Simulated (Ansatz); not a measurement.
```yaml
crystal:
  periodic: [false, false, false]
  atoms:
    - {symbol: O, position_ang: [1.609850, 0.537939, 0.820172]}
    - {symbol: C, position_ang: [0.656601, 0.400432, 0.279123]}
    - {symbol: C, position_ang: [-0.698393, 0.373765, 0.641383]}
    - {symbol: Si, position_ang: [-0.418313, -0.186206, -1.228460]}
    - {symbol: Cl, position_ang: [-0.265330, -2.132669, -1.850381]}
    - {symbol: H, position_ang: [2.008470, 1.036380, 1.928443]}
    - {symbol: H, position_ang: [-1.209676, 0.110242, 1.460138]}
    - {symbol: H, position_ang: [-0.421186, 0.319200, -2.232178]}
basis:
  gaussian: {orbitals: "6-31++G**"}
hamiltonian: {xc: {name: PBE0}}
output: {forces: true}
```

```sh
$ ansatz run in.yaml --threads 2 --pin off --events-out ev --progress --plain --max-ram 4352MiB
```

It prints (some lines left out):

```
Functional definition: PBE0
1058 factors; integrals over basis functions are off by at most 9.7e-4 eV
mean field evaluation 1: about -24538.8413 eV, gradient 6.6e1 eV
mean field evaluation 2: about -24494.1418 eV, gradient 1.2e2 eV
mean field evaluation 4: about -24549.8136 eV, gradient 1.6e1 eV
mean field evaluation 8: about -24550.3110 eV, gradient 3.9e-1 eV
mean field evaluation 16: about -24550.5087 eV, gradient 1.4e-3 eV
mean field -24550.50870959 eV, -902.2145541450 hartree, gradient 3.1e-5 eV, S^2 0.000000; 0 other end points of the search recorded, 0 dependent functions left out
reference -24550.50877342 eV, -902.2145564907 hartree; 27, 27 occupied and 94, 94 virtual orbitals, 1058 factors
Total energy: -24550.50877342 eV, -902.2145564907 hartree
Atom 0 at     1.609850     0.537939     0.820172 Å, force    20.468834     4.071157    10.666873 eV/Å
Atom 1 at     0.656601     0.400432     0.279123 Å, force   -19.070130    -2.386448    -6.765262 eV/Å
Atom 2 at    -0.698393     0.373765     0.641383 Å, force     3.115295    -0.200814    -7.136648 eV/Å
Atom 3 at    -0.418313    -0.186206    -1.228460 Å, force     0.761102    -5.792382    16.784812 eV/Å
Atom 4 at    -0.265330    -2.132669    -1.850381 Å, force    -0.017087    -0.695405     0.050583 eV/Å
Atom 5 at     2.008470     1.036380     1.928443 Å, force    -2.672513    -1.964389    -3.461624 eV/Å
Atom 6 at    -1.209676     0.110242     1.460138 Å, force    -2.103725    -0.537644     3.281585 eV/Å
Atom 7 at    -0.421186     0.319200    -2.232178 Å, force    -0.481775     7.505925   -13.420319 eV/Å
Dipole moment:     0.245872     0.388699     0.395876 e Å
```

It took 3.3 s on 2 threads of an Arm Neoverse V1 on a shared host, with 0.24 GiB of host memory at the peak.
